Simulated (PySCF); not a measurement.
CH6O2Si2, SMILES O[Si@@H]1[SiH2]CO1. Atoms are numbered in the order given.

```xyz
11

O      2.0169     1.0697    -0.1380
Si     0.5501     0.4506    -0.6582
O      0.4026    -1.2424    -0.4664
C     -0.7812    -1.4763     0.3418
Si    -1.3619     0.3444     0.7095
H      2.2314     0.8905     0.7947
H      0.5047     0.8885    -2.0900
H     -1.5281    -2.0685    -0.2318
H     -0.5150    -2.0649     1.2477
H     -2.7268     0.7114     0.1877
H     -1.2700     0.7526     2.1582
```

Geometry optimised at PBE-D3(BJ)/def2-SVP. The structure was generated by enumeration; whether it is a known compound was not checked. One conformer was computed; it need not be the lowest.

Calculation: HF/def2-TZVP in PySCF.

Isolated molecule, no solvent.

Computed frontier levels, gap, dipole moment and polarisability:
| Item | Result |
|---|---|
| highest occupied level | -10.28 eV |
| lowest empty level | 2.63 eV |
| orbital gap | 12.91 eV |
| dipole moment | 0.533 e·Å |
| quadrupole, principal values (traceless, Buckingham form, about the centre of nuclear charge) | -5.39, -1.86, 7.25 D·Å |
| mean static polarisability | 65.2 bohr³ (9.67 Å³) |
| polarisability, principal values | 59.9, 61.3, 74.5 bohr³ |
